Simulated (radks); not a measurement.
Problem. The mean radii <r> (bohr) of the occupied orbitals of an atom or ion are listed with their occupations. Calculated with a radial shooting solver on a logarithmic mesh with Libxc functionals: Dirac Kohn-Sham, HCTH/407, spin-unpolarised, spherical densities, finite nucleus; Fermi nuclear charge, rms radius of each element as measured or else 0.836 A^(1/3) + 0.57 fm.

| orbital | occ. | <r> |
|---|---|---|
| 1s1/2 | 2 | 0.03611 |
| 2s1/2 | 2 | 0.1577 |
| 2p1/2 | 2 | 0.1346 |
| 2p3/2 | 4 | 0.1390 |
| 3s1/2 | 2 | 0.4425 |
| 3p1/2 | 2 | 0.4377 |
| 3p3/2 | 4 | 0.4481 |
| 3d3/2 | 4 | 0.4291 |
| 3d5/2 | 6 | 0.4325 |
| 4s1/2 | 2 | 1.133 |
| 4p1/2 | 2 | 1.228 |
| 4p3/2 | 4 | 1.253 |
| 4d3/2 | 0.4 | 1.589 |
| 4d5/2 | 0.6 | 1.599 |

Name the element and its charge. Open shells, if any, are shared by 2j + 1.

Solution. Z = 41, niobium, charge +4: Nb4+ in [Kr] 4d1. The 1s radius gives Z: for a bare nucleus <r> = (2 gamma + 1)/(2Z) with gamma = sqrt(1 - (Z/c)^2), 0.03547 bohr for Z = 41, and screening makes it slightly larger (0.03611 here). The occupations add up to 37, and the charge is Z minus that.
